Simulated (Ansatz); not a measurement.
One change: `C[O][SnH2][Br]` becomes `C[O][SnH2][F]`.

Ansatz, PBE0-D4/def2-TZVP geometries, multiplicity 1. Each molecule was computed in one conformer, which needn't be the lowest.

Elements past krypton have def2 core potentials. Scalar relativity is left out up to krypton.

```csv
property,`C[O][SnH2][Br]`
HOMO–LUMO gap (B3LYP/def2-TZVPP) / eV,6.37
HOMO–LUMO gap (PBE/def2-TZVPP) / eV,4.47
LUMO energy (ωB97M-V/def2-TZVPP) / eV,0.77
size of the dipole moment (ωB97M-V/def2-TZVPP) / D,1.86
HOMO energy (PBE/def2-TZVPP) / eV,-6.41
LUMO energy (PBE0/def2-TZVPP) / eV,-1.05
```

Question: What does the change do to each property? (Best estimate.)

Answer: Ansatz gave: 
| property | `C[O][SnH2][F]` | shift |
| --- | --- | --- |
| HOMO–LUMO gap (B3LYP/def2-TZVPP) / eV | 6.90 | 0.53 |
| HOMO–LUMO gap (PBE/def2-TZVPP) / eV | 4.94 | 0.47 |
| LUMO energy (ωB97M-V/def2-TZVPP) / eV | 1.03 | 0.26 |
| size of the dipole moment (ωB97M-V/def2-TZVPP) / D | 2.39 | 0.53 |
| HOMO energy (PBE/def2-TZVPP) / eV | -6.46 | -0.05 |
| LUMO energy (PBE0/def2-TZVPP) / eV | -0.55 | 0.50 |

With PBE0 the HOMO falls by 0.08 eV and the LUMO rises by 0.50 eV, so the gap widens by about 0.58 eV. PBE moves the HOMO by -0.05 eV and ωB97M-V by -0.11 eV. Dipoles are sizes alone; their direction can turn.

B3LYP here is the variant with VWN-RPA as its local correlation; programs differ in this.

Spin–orbit coupling is left out; it splits and shifts lone-pair levels of the heavy atoms by tenths of an eV.
